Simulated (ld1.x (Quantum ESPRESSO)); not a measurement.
F (Z = 9), ultrasoft: configuration errors across variants

- Element: F (Z = 9)
- Generator: ld1.x (Quantum ESPRESSO) 7.5
- Type: ultrasoft
- Functional: PBE
- Relativity: scalar-relativistic
- Frozen core: [He]
- Valence charge: 7
- Reference configuration: 2s1.75 2p5.25
- Partial waves: 2s (bound): rcut 0.50, rcutus 0.65 bohr; 2s channel at -1.8 Ry: rcut 0.50, rcutus 0.65 bohr; 2p (bound): rcut 0.95, rcutus 1.30 bohr; 2p channel at -0.05 Ry: rcut 0.95, rcutus 1.30 bohr; 3d channel at 0.45 Ry: rcut 1.05, rcutus 1.15 bohr; 3d channel at 1.55 Ry: rcut 1.05, rcutus 1.15 bohr
- Local potential: all-electron potential smoothed inside 0.90 bohr (lloc = -1)
- Core correction: Bessel-smoothed model core, default radius (core density twice the valence density)
- Augmentation charge: PSQ, radius 0.40 bohr

All-electron excitation energies from the reference (eV): (1) 2s2 2p5 -4.699; (2) 2s2 2p4 14.692; (3) 2s2 2p3 53.076; (4) 2s1 2p6 14.115; (5) 2s2 2p5.3 -7.368; (6) 2s2 2p4.5 2.845; (7) 2s1 2p5 33.794.

The default core radius of the base comes out at 0.28 bohr.

2 further variants failed, have other tests or another functional or relativity, and are left out.

A true bound ghost makes a file unfit for plane-wave use even where its test errors are small: the radial tests pick states by their node count and pass the ghost by.

Errors AE − PS in meV (a dash: test not solved or not reliable):

```csv
change,(1),(2),(3),(4),(5),(6),(7),bound ghosts
base,+1.0,+2.6,+11,+7.9,+1.1,+1.3,+6.4,none
"waves 2s (bound): rcut 0.50, rcutus 0.56 bohr; 2s channel at -1.8 Ry: rcut 0.50, rcutus 0.56 bohr",+1.0,+1.3,+2.3,+7.9,+1.1,+1.0,+5.8,none
"wave 2s channel at -1.8 Ry: rcut 0.50, rcutus 0.65 bohr becomes 2s channel at -2 Ry: rcut 0.50, rcutus 0.65 bohr",+1.0,-1.6,-17,+7.9,+1.1,+0.4,+4.6,none
core correction Bessel-smoothed model core inside 0.40 bohr,+1.8,+5.5,+22,+15,+1.7,+2.8,+12,none
"augmentation built from norm-conserving waves at rcut, not smoothed further",+1.2,+9.8,+57,+9.5,+1.0,+3.2,+3.3,none
local potential all-electron potential smoothed inside 1.15 bohr (lloc = -2),+1.0,-0.5,-11,+8.1,+1.0,+0.8,+4.8,none
```

**Question.** Give the same row for: all radii but the core radius scaled by about 0.87 (s 0.56, p 1.14, d 1.00 bohr, rcut 0.44/0.84/0.92); local potential all-electron potential smoothed inside 0.78 bohr (lloc = -1); augmentation PSQ, radius 0.34 bohr.

**Answer.** +1.0, +1.4, +3.1, +7.6, +1.1, +1.1, +5.1; bound ghosts: s.
